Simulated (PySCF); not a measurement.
Here is a job for PySCF.
```python
from pyscf import gto, scf

mol = gto.M(
    atom='''
O    -0.73276144    0.01514274    0.26629753
O     0.66022269    0.12768477   -0.35355548
H    -1.19750614   -0.07210951   -0.52244127
H     1.21705499    0.07006116    0.46433460
''',
    basis='6-31g',
    spin=2,
    verbose=4,
)

mf = scf.UHF(mol)
mf.kernel()
g = mf.nuc_grad_method()
grad = g.kernel()
```

Q: What is the computed number of basis functions (HF/6-31G, gradient (PySCF))?

A: 22

Q: What <S^2> does HF/6-31G, gradient give?

A: 2.040

Q: Predict the HOMO energy from HF/6-31G, gradient.

A: -10.56 eV

Q: Give the Mulliken (on the basis functions themselves) charges in atom order at the level HF/6-31G, gradient.

A: O1 -0.41, O2 -0.43, H3 0.42, H4 0.42

Q: Give the total energy at the level HF/6-31G, gradient.

A: -150.602381 Ha

These values belong to the state on which the SCF converged, which isn't shown to be the lowest.
